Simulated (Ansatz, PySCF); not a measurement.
Breaking the C2–B1 bond in CH5B (SMILES BC) (multiplicity 1 held, fragments rigid). Energies count from the point at 1.551 Å.
Geometry at that point (charge 0, multiplicity 1):
```xyz
7

B      0.86684     0.07932     0.01138
C     -0.67657    -0.06721    -0.04120
H      1.56564    -0.86459     0.22852
H      1.38572     1.14906    -0.10199
H     -0.99454     0.07635     1.00658
H     -1.03720    -1.05650    -0.32707
H     -1.19436     0.70236    -0.61575
```

R- and RO- levels are restricted; in cc, def2 and unpolarised 6-31G sets they are followed outwards from rest. Unrestricted levels (U-) break spin symmetry where that is lower. Active spaces are followed from a long bond inwards. Curves can end on different states.

Cores are frozen in the correlated methods. Rows in 6-31G* carry no dispersion term and start afresh at each structure (6-31G* with six Cartesian d functions).

Codes used: Ansatz (a first-principles code) with Gaussian orbitals; PySCF for 6-31G* rows. 

```json
[
 {"level": "R-HF/6-31G*", "energy at R = 4.964 Å (eV)": "9.197"},
 {"level": "U-HF/6-31G*", "energy at R = 4.964 Å (eV)": "4.040"},
 {"level": "R-B3LYP/cc-pVTZ", "energy at R = 4.964 Å (eV)": "6.717"},
 {"level": "U-B3LYP/cc-pVTZ", "energy at R = 4.964 Å (eV)": "5.090"},
 {"level": "R-MP2/cc-pVTZ", "energy at R = 4.964 Å (eV)": "…"},
 {"level": "U-MP2/cc-pVTZ", "energy at R = 4.964 Å (eV)": "5.253"},
 {"level": "U-SCS-MP2/cc-pVTZ", "energy at R = 4.964 Å (eV)": "5.213"},
 {"level": "U-CCSD(T)/cc-pVTZ", "energy at R = 4.964 Å (eV)": "5.148"},
 {"level": "FIC-NEVPT4(SD) on CASSCF(2,2)/cc-pVTZ", "energy at R = 4.964 Å (eV)": "5.100"}
]
```

Task: Some entries are withheld; supply them.

Result: 
- R-MP2/cc-pVTZ, energy at R = 4.964 Å (eV): 6.129

Doubts at one or more of the structures used: a restricted determinant that unrestricted orbitals would lower (R-HF/6-31G*, R-B3LYP/cc-pVTZ, R-MP2/cc-pVTZ); a spin-contaminated determinant (U-HF/6-31G*, U-B3LYP/cc-pVTZ, U-MP2/cc-pVTZ, U-SCS-MP2/cc-pVTZ, U-CCSD(T)/cc-pVTZ).
